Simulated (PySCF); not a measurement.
C5H15N3Si.
SMILES: `[H]/N=C/CN(C)[SiH2]N(C)C`

Torsions of this conformer, `[H]/[N:9]=[CH:8]/[CH2:7][N:5]([SiH2:4][N:2]([CH3:1])[CH3:3])[CH3:6]`: C1–N2–Si4–N5 52°, N2–Si4–N5–C6 -139°, Si4–N5–C7–C8 103°, N5–C7–C8–N9 132°.

The closed-shell ground state was solved at several levels (PySCF, density fitting, gas phase, non-relativistic). Isolated species at its PBE0-D3(BJ)/def2-SVP geometry (one conformer only).

```
              level  basis functions  HOMO (eV)  LUMO (eV)  gap (eV)  dipole (D)
        HF/pcSseg-1              235      -9.56       4.02     13.58        1.67
CAM-B3LYP/def2-SVPD              304      -7.75       0.93      8.68        1.50
```

Problem. Estimate the row for PBE0/pcSseg-1, a basis of 235 functions; the other rows only guide the guess.

Solution. HOMO -6.37 eV, LUMO -0.07 eV, gap 6.30 eV, dipole 1.38 D.

Problem. Over all these levels, which gives the widest orbital gap and which the narrowest?

Solution. HF/pcSseg-1 (Hartree–Fock, all exact exchange) has the widest, 13.58 eV, and PBE0/pcSseg-1 (global hybrid, 25 % exact exchange) the narrowest, 6.30 eV. The two share the basis. From the narrowest to the widest the HOMO moves by -3.19 eV and the LUMO by +4.09 eV. The HOMO need not be the same orbital at Hartree–Fock and at DFT levels.

Problem. How far do the dipole and the HOMO energy spread over the levels?

Solution. The dipole runs from 1.38 to 1.67 D (mean 1.52 D) and the HOMO from -9.56 to -6.37 eV.
